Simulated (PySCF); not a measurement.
C3H8OSi2, SMILES CO[Si@@H]1C=C[SiH2]1. Heavy atoms are numbered as in [CH3:1][O:2][Si@@H:3]1[CH:4]=[CH:5][SiH2:6]1. Hydrogens are named by the atom that carries them.

Geometry optimised at B3LYP-D3(BJ)/def2-SVP. The structure was generated by enumeration; whether it is a known compound was not checked. The values are those of a single conformer.

Computed with HF/pcSseg-1 in PySCF.

GIAO shieldings, no solvent; atoms alike by connectivity are averaged. δ = σ(ref) − σ: ¹³C against TMS (σ = 192.6 ppm); ¹⁷O against H2O (σ = 333.0 ppm); ²⁹Si against TMS (σ = 393.8 ppm); ¹H against TMS (σ = 31.99 ppm), references at their B3LYP-D3(BJ)/def2-TZVP geometries, non-relativistic.

Computed chemical shifts:
```csv
nucleus,atoms,count,δ (ppm)
¹³C,C4 (CH),1,180.2
¹³C,C5 (CH),1,172.7
¹³C,C1 (CH3),1,52.8
¹⁷O,O2,1,-4.8
²⁹Si,Si3 (SiH),1,0.6
²⁹Si,Si6 (SiH2),1,-36.4
¹H,H on C5,1,7.95
¹H,H on C4,1,7.93
¹H,H on Si3,1,5.11
¹H,H on Si6,2,4.56
¹H,H on C1,3,3.83
```
